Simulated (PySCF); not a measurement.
C4H8OSi, SMILES [SiH3]/C=C1\CCO1.

Geometry optimised at ωB97X-D3(BJ)/def2-SVP. The structure was generated by enumeration; whether it is a known compound was not checked.

Vertical ionisation energy (IE) and electron affinity (EA) in eV. Rows of orbital energies are one-electron estimates. Where ΔSCF, EOM or ADC give a negative EA the extra electron is unbound and the value depends on the basis.

| level | IE | EA |
|---|---|---|
| −ε(HOMO), −ε(LUMO), r2SCAN/def2-TZVP (PySCF) | 5.69 | 0.59 |
| −ε(HOMO), −ε(LUMO), PBE/def2-TZVP (PySCF) | 5.48 | 0.81 |
